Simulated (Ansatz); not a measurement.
Relaxation of F₂H₂S₂Si (7 atoms, charge 0, multiplicity 1), to a largest force component of 0.03 eV/Å in at most 50 steps.

The calculation used Ansatz, UKS PBE/def2-SVP.

```xyz
7
Properties=species:S:1:pos:R:3
Si -0.263 -0.376 0.499
S 1.132 -0.736 -1.099
S -1.242 1.456 0.052
H -0.650 1.254 -1.158
F -1.270 -1.650 0.521
F 0.412 -0.312 1.977
H 1.881 0.363 -0.792
```

Q: Where does it end, and by what steps?

A: It converged. After 6 steps the energy has fallen by 0.118 eV; H4 moved furthest, 0.55 Å.

```json
{"step": "0", "energy less start (eV)": "0.0000", "largest force component (eV/Å)": "0.240", "accepted": "yes"}
{"step": "1", "energy less start (eV)": "-0.0672", "largest force component (eV/Å)": "0.303", "accepted": "yes"}
{"step": "2", "energy less start (eV)": "-0.0860", "largest force component (eV/Å)": "0.354", "accepted": "yes"}
{"step": "3", "energy less start (eV)": "-0.0977", "largest force component (eV/Å)": "0.243", "accepted": "yes"}
{"step": "4", "energy less start (eV)": "-0.1120", "largest force component (eV/Å)": "0.117", "accepted": "yes"}
{"step": "5", "energy less start (eV)": "-0.1174", "largest force component (eV/Å)": "0.037", "accepted": "yes"}
{"step": "6", "energy less start (eV)": "-0.1178", "largest force component (eV/Å)": "0.007", "accepted": "yes"}
```

```xyz
7
Properties=species:S:1:pos:R:3
Si -0.176 -0.364 0.453
S 1.342 -0.913 -0.937
S -1.035 1.559 0.134
H -1.196 1.330 -1.200
F -1.255 -1.576 0.364
F 0.343 -0.322 1.993
H 1.977 0.286 -0.806
```

Whether the end is a true minimum wasn't checked by a vibrational analysis.

Time of the run: 19 s on 2 threads of AMD EPYC 7R43 64-Core Processor (Zen 3), with other jobs on the host, peak memory 0.19 GiB.
